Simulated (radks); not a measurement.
The numbers below are computed, except where a source is named.
Coulomb parameter of the 4d shell of the ruthenium ion Ru3+ in the model configuration [Kr] 4d4 5s1, as a second difference U = [E(n + 0.5) + E(n - 0.5) - 2 E(n)] / (0.5)^2 with all orbitals relaxed. "Bare": the charge of the atom changes with n. "Screened": the 5s shell takes up the change at fixed total charge, which measures U(4d,4d) + U(5s,5s) - 2 U(4d,5s). Level of theory: scalar-relativistic Kohn-Sham, SCAN, spin-unpolarised, spherical densities, finite nucleus; meta-GGA in the generalised Kohn-Sham scheme; Fermi nuclear charge, rms radius 4.4809 fm (a radial shooting solver on a logarithmic mesh with Libxc functionals).

case              configuration  E - E(n) (eV)
start              [Kr] 4d4 5s1          0.000
bare +0.5        [Kr] 4d4.5 5s1        -18.838
bare -0.5        [Kr] 4d3.5 5s1         22.428
screened +0.5  [Kr] 4d4.5 5s0.5         -5.252
screened -0.5  [Kr] 4d3.5 5s1.5          5.597

U(bare) = 14.361 eV, U(screened by 5s) = 1.381 eV, against the Slater integral F0(4d,4d) = 17.615 eV with frozen orbitals.
